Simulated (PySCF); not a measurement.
MBe for M along the chalcogens

PBE0 with double-zeta basis sets in PySCF, for the lowest determinant that a PBE0 search found; no spin–orbit coupling. De refers to high-spin ground-configuration atoms. A positive dipole means M(−)Be(+).

```
 M       basis  state (unpaired electrons)  Re (Å)  ωe (cm⁻¹)  De (eV)  μ (D)
 O  x2c-SVPall      singlet (closed shell)   1.338       1527     4.30   5.98
 S    def2-SVP      singlet (closed shell)   1.753       1010     3.42   5.11
Se    def2-SVP      singlet (closed shell)   1.876        863     2.96   4.74
```

The shortest bond is that of BeO (1.338 Å), the longest that of BeSe (1.876 Å). BeO is bound most strongly (4.30 eV) and BeSe least (2.96 eV).

The rows differ in basis set, which adds steps of its own.

Relativity is treated differently too: O spin-free X2C; S no relativity; Se no relativity.

Down a group bonds as a rule get longer and wavenumbers fall, partly through the reduced mass; this series shows no clear exception.
